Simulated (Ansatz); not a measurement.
A structure relaxed at PBE0-D4/def2-SVP in Ansatz, charge 0, singlet:

```xyz
14

Ge   -2.3238   -0.2270    1.1064
Ge    2.2090    0.1574   -1.0026
Ge    0.0827   -1.0341   -0.7575
Ge    2.3411    0.6894    1.4295
Ge    0.0248    0.9224    0.9081
Ge   -2.2541   -1.3175   -1.1812
H     0.4079   -2.1314    0.2964
H     2.7098   -0.5492    2.2579
H    -2.6667    1.0894    0.2595
H    -0.1269    2.2854    0.1903
H     1.8200    1.5358   -1.6416
H    -2.5664   -2.8199   -1.3327
H     3.1352    1.9331    1.8587
H    -2.7925   -0.5341   -2.3913
```

Give its formula.

the cluster Ge₆H₈.

Summarise the bond lengths by kind (pairs closer than 1.2 times the sum of covalent radii, bridged metal pairs left out).

7 × Ge–Ge 2.39 to 2.62 Å; 8 × Ge–H 1.54 to 1.60 Å.

The restricted singlet is unstable towards broken spin symmetry in Hartree–Fock (as tested in another run); at PBE0-D4/def2-SVP this wasn't settled. The structure comes from a short search, and lower isomers may exist.
